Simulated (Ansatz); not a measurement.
CH4AlBFN. The species carries charge 0 and has multiplicity 1. The bonds changed during the relaxation, so this is another structure than the one it started from.

Cartesian coordinates in Å:
```
B 0.5150 -0.6409 -0.5559
C 0.4920 -0.0738 0.8988
F 1.5296 0.2997 1.6561
N 0.1269 0.8566 -0.3397
Al -1.3259 0.0646 0.4732
H -0.6024 -1.2597 -0.7609
H 1.3997 -1.0087 -1.2605
H 0.7521 1.6120 -0.5638
H -2.8869 0.1503 0.4527
```

(1) Give the diagnostics of a CCSD(T)/def2-TZVPP run (frozen core, Ansatz 0.2.0). (Estimate.)

Answers

(1) Ansatz gave: T1 = 0.0136, largest single amplitude 0.018, largest double 0.025, (T) share of the correlation energy 4.0 %, 11 CCSD cycles. The RHF solution is stable towards an unrestricted one. T1 lies under the customary mark of 0.02 for closed shells.
